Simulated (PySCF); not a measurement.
**Interval between two levels of Hg⁺ by level of theory**

Hg⁺ [Xe] 4f14 5d10 6s1 [2S1/2, M_J = 1/2] → Hg⁺ [Xe] 4f14 5d10 6p1 [2P3/2, M_J = 3/2], as a difference of total energies. Computed with PySCF 2.14 in x2c-TZVPall-2c with one added diffuse shell each of s, p, d type (12s12p11d2f, 117 functions), with the two-component X2C-1e Hamiltonian. Correlated levels: [Kr] 4d10 4f14 frozen; the 34 highest virtual spinors dropped. "Screened" scales the spin-orbit matrix elements by Boettger's factors to mimic the two-electron term; Breit and QED terms are absent.

| method | interval between two levels (cm⁻¹) |
| --- | --- |
| GHF (screened spin-orbit) | 55506 |
| GMP2 (screened spin-orbit) | 61394 |

Errors of the correlated levels include the incompleteness of this basis and the frozen core.

For comparison: 60608 cm⁻¹ (measured; NIST Handbook of Basic Atomic Spectroscopic Data (Sansonetti and Martin, J. Phys. Chem. Ref. Data 34, 1559 (2005))).
